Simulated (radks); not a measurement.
Task: These are the eigenvalues of the occupied orbitals of an atom or ion with whole-number occupations (eV). Method: scalar-relativistic Kohn-Sham, SCAN, spin-unpolarised, spherical densities, finite nucleus; meta-GGA in the generalised Kohn-Sham scheme; Fermi nuclear charge, rms radius of each element as measured or else 0.836 A^(1/3) + 0.57 fm; computed with a radial shooting solver on a logarithmic mesh with Libxc functionals.

1s: -51932.85
2s: -8635.599
2p: -7669.943
3s: -1928.950
3p: -1628.983
3d: -1238.442
4s: -390.0749
4p: -290.8339
4d: -154.3694
5s: -53.4120
5p: -30.2326
4f: -7.8087
6s: -7.2930
7d: -0.4666

Which element is it, and in what charge state? The configuration may be excited.

Result: Z = 65, terbium, charge 0: Tb in [Xe] 4f9 6s1 7d1. The list shows which subshells hold electrons but not how many an open one holds; the 1s level, -1908.5 hartree, gives Z - s = 61.8 by -(Z - s)^2/2, which with screening and relativity narrows Z to a few neighbours, and the depths of the outer levels then fix element, charge and occupations together.
